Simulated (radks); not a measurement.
Problem. All-electron atom: Br XII in [Ar] 3d6. All-electron calculation, scalar-relativistic Kohn-Sham, exchange-only LDA, spin-polarised, spherical densities, point nucleus; open shells are filled with parallel spins first. Program: a radial shooting solver on a logarithmic mesh with Libxc functionals. Some entries of the table are withheld. Estimate them.

| orbital | occ. | eigenvalue (eV) | <r^2> (bohr^2) |
|---|---|---|---|
| 1s up | 1 | -13580.40 | 0.002467 |
| 1s down | 1 | -13580.29 | 0.002467 |
| 2s up | 1 | -2018.847 | 0.04241 |
| 2s down | 1 | -2012.960 | 0.04227 |
| 2p up | 3 | -1815.886 | 0.03350 |
| 2p down | 3 | -1811.369 | 0.03336 |
| 3s up | 1 | (1) | (2) |
| 3s down | 1 | (3) | (4) |
| 3p up | 3 | -432.7112 | 0.3236 |
| 3p down | 3 | -424.3866 | 0.3274 |
| 3d up | 5 | -327.4204 | 0.3073 |
| 3d down | 1 | -318.4021 | 0.3143 |

Solution. 
(1) 3s up eigenvalue (eV): -497.5736
(2) 3s up <r^2> (bohr^2): 0.3170
(3) 3s down eigenvalue (eV): -489.2391
(4) 3s down <r^2> (bohr^2): 0.3199
